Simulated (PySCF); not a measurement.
Several molecules and their computed UV-vis stick spectra, shuffled. Method used: TDDFT wB97X-D/def2-SVPD, vertical, gas phase, core orbitals frozen in the response (PySCF). Geometries: PBE0-D3(BJ)/def2-SVP; one conformer of each isolated species. Triplets are in the Tamm–Dancoff approximation. Relativistic effects are left out although some hold elements past zinc. Ions are computed without counter-ions or solvent.

A. `[Br][GeH2][Br]`
B. `C[S+]1CCCC1`
C. `C#C[C@@H]1C[SiH2]O[SiH2]1`
D. `C[C@@H]1CCN([Si@@H](C)P)C1`

Lowest singlet levels (six at most, fewer where fewer were computed) with oscillator strengths:

1. 160 nm (f 0.040); 155 nm (f 0.034); 143 nm (f 0.004); 137 nm (f 0.007); 137 nm (f 0.003); 135 nm (f 0.038); T1 6.69 eV
2. 199 nm (f 0.002); 187 nm (f 0.005); 182 nm (f 0.004); 177 nm (f 0.004); 171 nm (f 0.009); 167 nm (f 0.001); T1 5.37 eV
3. 215 nm (f 0.004); 206 nm (f 0.014); 196 nm (f 0.082); 192 nm (f 0.005); 188 nm (f 0.016); 179 nm (f 0.066); T1 5.43 eV
4. 206 nm (f 0.019); 205 nm (f 0.037); 200 nm (f 0.000); 194 nm (f 0.025); 176 nm (f 0.000); 175 nm (f 0.003); T1 5.51 eV

Question: Match each spectrum to its molecule.

Answer: 1 = B, 2 = C, 3 = D, 4 = A.
- A: S1 at 6.01 eV, HOMO-1→LUMO (92%); Löwdin shares by element: HOMO bromine 97%; LUMO bromine 55%, germanium 27%, hydrogen 9% or more; HOMO -10.38 and LUMO 0.21 eV; point group C2v, 2 of its 6 listed states under f = 0.0005.
- B: S1 at 7.76 eV, HOMO→LUMO (95%); Löwdin shares by element: HOMO sulfur 53%, carbon 24% or more (atoms not listed hold the other 23%); LUMO sulfur 49%, carbon 35% or more (atoms not listed hold the other 16%); HOMO -15.69 and LUMO -2.95 eV.
- C: S1 at 6.24 eV, HOMO→LUMO+1 (27%), HOMO→LUMO+2 (20%), HOMO→LUMO+3 (14%); Löwdin shares by element: HOMO carbon 77% or more, silicon 8% or more (atoms not listed hold the other 16%); LUMO silicon 43%, oxygen 15%, hydrogen 7% or more (atoms not listed hold the other 34%); HOMO -9.24 and LUMO 1.71 eV.
- D: S1 at 5.75 eV, HOMO→LUMO (58%), HOMO→LUMO+1 (17%); Löwdin shares by element: HOMO nitrogen 45%, phosphorus 15%, carbon 7% or more, silicon 7% (atoms not listed hold the other 26%); LUMO silicon 19%, phosphorus 17%, hydrogen 8% or more, carbon 7% or more (atoms not listed hold the other 48%); HOMO -7.82 and LUMO 1.97 eV.
